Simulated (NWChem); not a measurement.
# SiH$_{2}$O$_{2}$, singlet; SMILES [Si](O)O

```xyz
5

Si     0.6319     0.0252     0.0000
O     -0.4246     1.3067     0.0000
H     -1.3649     1.0793     0.0000
O     -0.4944    -1.2215     0.0000
H     -0.1302    -2.1134     0.0000
```
Atoms are numbered in this order, from 1.

Results from NWChem. Pople sets run with spherical d functions. Low-valent species are run as closed-shell singlets; no triplet was tried in these runs. Structure relaxed at the PBE0/def2-SVP level. Ions are spin-unrestricted doublets at the neutral geometry; other ion states weren't tried.

| level | vertical ionisation energy, ΔSCF (eV) | −ε(HOMO) (eV) | ΔSCF minus −ε(HOMO) (eV) |
|---|---|---|---|
| PBE/6-31+G* | 9.60 | 6.18 | 3.42 |
| CAM-B3LYP/6-31+G* | 9.90 | 8.68 | 1.22 |
| Hartree-Fock/6-31+G* | … | … | … |

**Question.** Fill in the missing entries.

**Answer.** 
- Hartree-Fock/6-31+G*, vertical ionisation energy, ΔSCF (eV): 8.94
- Hartree-Fock/6-31+G*, −ε(HOMO) (eV): 9.91
- Hartree-Fock/6-31+G*, ΔSCF minus −ε(HOMO) (eV): -0.97
